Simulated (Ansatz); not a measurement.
The same path of GeH4O (6 atoms, charge 0, multiplicity 1) was run twice with different band settings. Lost on the way: Ge1–H2, Ge1–H3. Made: H2–H3.

These are results of Ansatz 0.2.0, RKS r2SCAN-D4/def2-SVP, not measurements.

Relaxed end points:

```xyz
6
Properties=species:S:1:pos:R:3
Ge 0.209 -0.045 0.130
H 0.099 0.051 1.664
H 1.661 0.093 -0.327
O -0.621 1.333 -0.646
H -1.568 1.339 -0.456
H -0.399 -1.378 -0.348
```

```xyz
6
Properties=species:S:1:pos:R:3
Ge 0.105 -0.157 -1.082
H 1.011 -0.149 1.426
H 1.573 0.181 1.028
O -0.884 1.333 -0.937
H -1.642 1.246 -0.342
H -0.783 -1.062 -0.076
```

Common settings: spring 5.0 eV/Å²; optimiser quadratic models (default); start path through a guess of the saddle point; force threshold 0.03 eV/Å; iteration limit 60; end points relaxed.

| run | movable images | climbing image |
| --- | --- | --- |
| 1 | 5 | yes |
| 2 | 4 | no |

Problem. What does each run give, and how far can it be trusted?

Solution. Run 1: converged after 13 iterations, highest image 2.412 eV above the first end. A vibrational analysis at the climbing image gives one clearly imaginary mode, 1183i cm⁻¹: a first-order saddle point.
Run 2: converged after 12 iterations, highest image 2.098 eV above the first end. Neighbouring images differ by up to 1.6 eV, so the band resolves the path poorly. No image climbed, so the highest image needn't sit at the top of the path.
The orbitals stay closed-shell, which can raise the energy where a bond breaks towards radicals; this wasn't checked here.
